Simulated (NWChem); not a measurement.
Molecule: CdF₂; SMILES [F][Cd][F]

```xyz
3

Cd     0.0000     0.0000     0.0000
F      0.0000     0.0000     1.9186
F      0.0000     0.0000    -1.9186
```
Atoms are numbered in this order, from 1.

Program: NWChem. The geometry was optimised at PBE0/def2-SVP (def2 core potentials past Kr).

**Question.** Predict the results for PBE0/STO-3G, non-relativistic. Quantities: highest occupied level (eV); orbital gap (eV).

**Answer.** 
* **highest occupied level (eV)**: -3.42
* **orbital gap (eV)**: 7.84
